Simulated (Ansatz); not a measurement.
Ansatz (an electronic-structure program) job for Hf(Me)3(H) (C₃H₁₀Hf), SMILES [CH3][HfH]([CH3])[CH3], multiplicity 1, PBE0-D3(BJ)/def2-SVP. 

Ansatz 0.2 input:
```yaml
crystal:
  periodic: [false, false, false]
  atoms:
    - {symbol: Hf, position_ang: [-0.10482323, -0.09571090, -0.09473504]}
    - {symbol: C, position_ang: [2.06092886, -0.46058301, -0.88408651]}
    - {symbol: H, position_ang: [2.35205722, -1.51539043, -0.76456090]}
    - {symbol: H, position_ang: [2.89284914, 0.11158194, -0.45807366]}
    - {symbol: H, position_ang: [2.11298783, -0.27232798, -1.96746502]}
    - {symbol: C, position_ang: [-0.35603730, -0.80798839, 2.11424163]}
    - {symbol: H, position_ang: [-0.27238479, -1.90468630, 2.17338632]}
    - {symbol: H, position_ang: [-1.36158272, -0.57828067, 2.49892084]}
    - {symbol: H, position_ang: [0.33176141, -0.43186420, 2.87999762]}
    - {symbol: C, position_ang: [-0.77373338, 2.12005644, -0.38708896]}
    - {symbol: H, position_ang: [-1.83601252, 2.24445632, -0.12652085]}
    - {symbol: H, position_ang: [-0.70528384, 2.40918465, -1.44672886]}
    - {symbol: H, position_ang: [-0.25458526, 2.91737362, 0.15699728]}
    - {symbol: H, position_ang: [-1.29948284, -1.19777208, -1.18342721]}
basis:
  gaussian:
    orbitals: def2-SVP
hamiltonian:
  xc: pbe0
  dispersion: d3bj
relax: {f_tol: 0.002, max_steps: 200}
```

Output:

```
WARN ansatz: RAYON_NUM_THREADS=1 ignored (pool sized by the plan → 1); use --threads N
Functional definition: PBE0
integrals: 0.10 GiB planned
1383 factors; integrals over basis functions are off by at most 3.8e-4 eV
mean field: 0.53 GiB planned
mean field evaluation 1: about -4557.2917 eV, gradient 7.7e1 eV
mean field evaluation 2: about -4532.2145 eV, gradient 1.2e2 eV
mean field evaluation 4: about -4572.5106 eV, gradient 4.3e0 eV
mean field evaluation 8: about -4572.5951 eV, gradient 2.9e-2 eV
mean field evaluation 16: about -4572.5952 eV, gradient 3.5e-5 eV
mean field -4572.59515018 eV, -168.0397723528 hartree, gradient 3.5e-5 eV, S^2 0.000000; 0 other end points of the search recorded, 0 dependent functions left out
the calculation of the forces begins
reference -4572.59520008 eV, -168.0397741866 hartree; 20, 20 occupied and 104, 104 virtual orbitals, 1383 factors
relax step   1: F+E_penalty+E_count = -4572.80409237 eV  Δ(F+E_penalty+E_count) = +0.000e0 eV  max|allowed force component| = 1.146e0 eV/Å  Δτ_max = 0.0000 Å  (26 SCF iters, accepted)
these checks for a lower state are left out or cut short: starts, cluster_reference, orbital_swaps, neighbouring_geometries, increment
integrals: 0.10 GiB planned
1383 factors; integrals over basis functions are off by at most 3.9e-4 eV
mean field: 0.53 GiB planned
mean field -4572.91057677 eV, -168.0513640660 hartree, gradient 9.4e-6 eV, S^2 0.000000; 0 other end points of the search recorded, 0 dependent functions left out
the calculation of the forces begins
[...]
the calculation of the forces begins
reference -4573.03619260 eV, -168.0559803627 hartree; 20, 20 occupied and 104, 104 virtual orbitals, 1383 factors
relax step  30: F+E_penalty+E_count = -4573.25931818 eV  Δ(F+E_penalty+E_count) = +4.258e-4 eV  max|allowed force component| = 1.053e-1 eV/Å  Δτ_max = 0.0802 Å  (27 SCF iters, rejected (line search))
these checks for a lower state are left out or cut short: starts, cluster_reference, orbital_swaps, neighbouring_geometries, increment
integrals: 0.10 GiB planned
1383 factors; integrals over basis functions are off by at most 5.1e-4 eV
mean field: 0.53 GiB planned
mean field -4573.02593340 eV, -168.0556033440 hartree, gradient 2.5e-5 eV, S^2 0.000000; 0 other end points of the search recorded, 0 dependent functions left out
the calculation of the forces begins
reference -4573.02598388 eV, -168.0556051993 hartree; 20, 20 occupied and 104, 104 virtual orbitals, 1383 factors
relax step  31: F+E_penalty+E_count = -4573.24883783 eV  Δ(F+E_penalty+E_count) = +1.091e-2 eV  max|allowed force component| = 6.176e-1 eV/Å  Δτ_max = 0.0257 Å  (29 SCF iters, rejected (line search))
these checks for a lower state are left out or cut short: starts, cluster_reference, orbital_swaps, neighbouring_geometries, increment
integrals: 0.10 GiB planned
1383 factors; integrals over basis functions are off by at most 5.2e-4 eV
mean field: 0.53 GiB planned
mean field evaluation 224: about -4573.0150 eV, gradient 5.9e-1 eV
mean field -4573.03657876 eV, -168.0559945540 hartree, gradient 2.4e-5 eV, S^2 0.000000; 0 other end points of the search recorded, 0 dependent functions left out
the calculation of the forces begins
reference -4573.03662926 eV, -168.0559964097 hartree; 20, 20 occupied and 104, 104 virtual orbitals, 1383 factors
relax step  32: F+E_penalty+E_count = -4573.25984318 eV  Δ(F+E_penalty+E_count) = -9.916e-5 eV  max|allowed force component| = 1.397e-3 eV/Å  Δτ_max = 0.0128 Å  (22 SCF iters, accepted)
these checks for a lower state are left out or cut short: starts, cluster_reference, orbital_swaps, neighbouring_geometries, increment
integrals: 0.10 GiB planned
1383 factors; integrals over basis functions are off by at most 5.3e-4 eV
mean field: 0.53 GiB planned
mean field -4573.03582361 eV, -168.0559668028 hartree, gradient 9.7e-6 eV, S^2 0.000000; 0 other end points of the search recorded, 0 dependent functions left out
the calculation of the forces begins
reference -4573.03587411 eV, -168.0559686584 hartree; 20, 20 occupied and 104, 104 virtual orbitals, 1383 factors
relax step  33: F+E_penalty+E_count = -4573.25902481 eV  Δ(F+E_penalty+E_count) = +8.184e-4 eV  max|allowed force component| = 1.292e-1 eV/Å  Δτ_max = 0.0981 Å  (28 SCF iters, rejected (line search))
these checks for a lower state are left out or cut short: starts, cluster_reference, orbital_swaps, neighbouring_geometries, increment
integrals: 0.10 GiB planned
1383 factors; integrals over basis functions are off by at most 5.2e-4 eV
mean field: 0.53 GiB planned
mean field -4573.03677203 eV, -168.0560016566 hartree, gradient 8.0e-6 eV, S^2 0.000000; 0 other end points of the search recorded, 0 dependent functions left out
the calculation of the forces begins
reference -4573.03682251 eV, -168.0560035116 hartree; 20, 20 occupied and 104, 104 virtual orbitals, 1383 factors
relax step  34: F+E_penalty+E_count = -4573.26001874 eV  Δ(F+E_penalty+E_count) = -1.756e-4 eV  max|allowed force component| = 8.836e-3 eV/Å  Δτ_max = 0.0267 Å  (28 SCF iters, accepted)
these checks for a lower state are left out or cut short: starts, cluster_reference, orbital_swaps, neighbouring_geometries, increment
integrals: 0.10 GiB planned
1383 factors; integrals over basis functions are off by at most 5.2e-4 eV
mean field: 0.53 GiB planned
mean field -4573.03686160 eV, -168.0560049482 hartree, gradient 8.4e-6 eV, S^2 0.000000; 0 other end points of the search recorded, 0 dependent functions left out
the calculation of the forces begins
reference -4573.03691208 eV, -168.0560068030 hartree; 20, 20 occupied and 104, 104 virtual orbitals, 1383 factors
relax step  35: F+E_penalty+E_count = -4573.26007718 eV  Δ(F+E_penalty+E_count) = -5.844e-5 eV  max|allowed force component| = 5.141e-2 eV/Å  Δτ_max = 0.0486 Å  (27 SCF iters, accepted)
these checks for a lower state are left out or cut short: starts, cluster_reference, orbital_swaps, neighbouring_geometries, increment
integrals: 0.10 GiB planned
1383 factors; integrals over basis functions are off by at most 5.2e-4 eV
mean field: 0.53 GiB planned
mean field evaluation 256: about -4573.0370 eV, gradient 1.2e-5 eV
mean field -4573.03698107 eV, -168.0560093384 hartree, gradient 1.2e-5 eV, S^2 0.000000; 0 other end points of the search recorded, 0 dependent functions left out
the calculation of the forces begins
reference -4573.03703153 eV, -168.0560111930 hartree; 20, 20 occupied and 104, 104 virtual orbitals, 1383 factors
relax step  36: F+E_penalty+E_count = -4573.26021047 eV  Δ(F+E_penalty+E_count) = -1.333e-4 eV  max|allowed force component| = 8.606e-3 eV/Å  Δτ_max = 0.0066 Å  (24 SCF iters, accepted)
these checks for a lower state are left out or cut short: starts, cluster_reference, orbital_swaps, neighbouring_geometries, increment
integrals: 0.10 GiB planned
1383 factors; integrals over basis functions are off by at most 5.2e-4 eV
mean field: 0.53 GiB planned
mean field -4573.03701934 eV, -168.0560107450 hartree, gradient 1.2e-5 eV, S^2 0.000000; 0 other end points of the search recorded, 0 dependent functions left out
the calculation of the forces begins
reference -4573.03706980 eV, -168.0560125994 hartree; 20, 20 occupied and 104, 104 virtual orbitals, 1383 factors
relax step  37: F+E_penalty+E_count = -4573.26024878 eV  Δ(F+E_penalty+E_count) = -3.831e-5 eV  max|allowed force component| = 4.514e-3 eV/Å  Δτ_max = 0.0120 Å  (23 SCF iters, accepted)
these checks for a lower state are left out or cut short: starts, cluster_reference, orbital_swaps, neighbouring_geometries, increment
integrals: 0.10 GiB planned
1383 factors; integrals over basis functions are off by at most 5.2e-4 eV
mean field: 0.53 GiB planned
mean field -4573.03703994 eV, -168.0560115021 hartree, gradient 7.8e-6 eV, S^2 0.000000; 0 other end points of the search recorded, 0 dependent functions left out
the calculation of the forces begins
reference -4573.03709040 eV, -168.0560133565 hartree; 20, 20 occupied and 104, 104 virtual orbitals, 1383 factors
relax step  38: F+E_penalty+E_count = -4573.26027751 eV  Δ(F+E_penalty+E_count) = -2.874e-5 eV  max|allowed force component| = 1.258e-2 eV/Å  Δτ_max = 0.0317 Å  (28 SCF iters, accepted)
these checks for a lower state are left out or cut short: starts, cluster_reference, orbital_swaps, neighbouring_geometries, increment
integrals: 0.10 GiB planned
1383 factors; integrals over basis functions are off by at most 5.2e-4 eV
mean field: 0.53 GiB planned
mean field -4573.03707608 eV, -168.0560128300 hartree, gradient 1.5e-5 eV, S^2 0.000000; 0 other end points of the search recorded, 0 dependent functions left out
the calculation of the forces begins
reference -4573.03712652 eV, -168.0560146838 hartree; 20, 20 occupied and 104, 104 virtual orbitals, 1383 factors
relax step  39: F+E_penalty+E_count = -4573.26028832 eV  Δ(F+E_penalty+E_count) = -1.081e-5 eV  max|allowed force component| = 9.182e-3 eV/Å  Δτ_max = 0.0047 Å  (23 SCF iters, accepted)
these checks for a lower state are left out or cut short: starts, cluster_reference, orbital_swaps, neighbouring_geometries, increment
integrals: 0.10 GiB planned
1383 factors; integrals over basis functions are off by at most 5.2e-4 eV
mean field: 0.53 GiB planned
mean field -4573.03707300 eV, -168.0560127168 hartree, gradient 1.6e-5 eV, S^2 0.000000; 0 other end points of the search recorded, 0 dependent functions left out
the calculation of the forces begins
reference -4573.03712345 eV, -168.0560145708 hartree; 20, 20 occupied and 104, 104 virtual orbitals, 1383 factors
relax step  40: F+E_penalty+E_count = -4573.26029882 eV  Δ(F+E_penalty+E_count) = -1.050e-5 eV  max|allowed force component| = 2.662e-3 eV/Å  Δτ_max = 0.0015 Å  (24 SCF iters, accepted)
these checks for a lower state are left out or cut short: starts, cluster_reference, orbital_swaps, neighbouring_geometries, increment
integrals: 0.10 GiB planned
1383 factors; integrals over basis functions are off by at most 5.2e-4 eV
mean field: 0.53 GiB planned
mean field -4573.03707224 eV, -168.0560126891 hartree, gradient 6.6e-5 eV, S^2 0.000000; 0 other end points of the search recorded, 0 dependent functions left out
the calculation of the forces begins
reference -4573.03712269 eV, -168.0560145431 hartree; 20, 20 occupied and 104, 104 virtual orbitals, 1383 factors
relax step  41: F+E_penalty+E_count = -4573.26030030 eV  Δ(F+E_penalty+E_count) = -1.476e-6 eV  max|allowed force component| = 7.478e-4 eV/Å  Δτ_max = 0.0018 Å  (21 SCF iters, accepted)
integrals: 0.10 GiB planned
1383 factors; integrals over basis functions are off by at most 5.2e-4 eV
mean field: 0.53 GiB planned
mean field evaluation 288: about -4558.7510 eV, gradient 7.6e1 eV
mean field -4573.03707224 eV, -168.0560126891 hartree, gradient 6.6e-5 eV, S^2 0.000000; 1 other end points of the search recorded, 0 dependent functions left out
the calculation of the forces begins
reference -4573.03712269 eV, -168.0560145431 hartree; 20, 20 occupied and 104, 104 virtual orbitals, 1383 factors
Total energy: -4573.26035075 eV, -168.0642180229 hartree
Atom 0 at    -0.139425    -0.125942    -0.124371 Å, force    -0.000358    -0.000080     0.000016 eV/Å
Atom 1 at     1.916940    -0.368569    -0.871679 Å, force     0.000566    -0.000255    -0.000239 eV/Å
Atom 2 at     2.607684    -0.801158    -0.125072 Å, force    -0.000534     0.000274    -0.000428 eV/Å
Atom 3 at     2.366341     0.573183    -1.236103 Å, force    -0.000363    -0.000413     0.000197 eV/Å
Atom 4 at     1.881012    -1.069252    -1.730622 Å, force     0.000216     0.000312     0.000458 eV/Å
Atom 5 at    -0.256914    -0.786018     1.972429 Å, force    -0.000401    -0.000354     0.000455 eV/Å
Atom 6 at    -0.980184    -1.625451     2.019967 Å, force     0.000425     0.000612    -0.000022 eV/Å
Atom 7 at    -0.620799    -0.001134     2.660343 Å, force     0.000279    -0.000290    -0.000445 eV/Å
Atom 8 at     0.704334    -1.159285     2.370335 Å, force    -0.000294     0.000094    -0.000263 eV/Å
Atom 9 at    -0.748763     1.983617    -0.280633 Å, force    -0.000509     0.000731    -0.000488 eV/Å
Atom 10 at    -1.632589     2.028827    -0.949109 Å, force     0.000748    -0.000007     0.000613 eV/Å
Atom 11 at     0.028634     2.633991    -0.721494 Å, force    -0.000499    -0.000470     0.000347 eV/Å
Atom 12 at    -1.046819     2.427991     0.686506 Å, force     0.000282    -0.000320    -0.000436 eV/Å
Atom 13 at    -1.292794    -1.172751    -1.159638 Å, force     0.000442     0.000166     0.000233 eV/Å
Dipole moment:     0.137483     0.124730     0.123337 e Å
```

The calculation finished and met its thresholds.

Cost: very roughly 2.9 core-minutes.
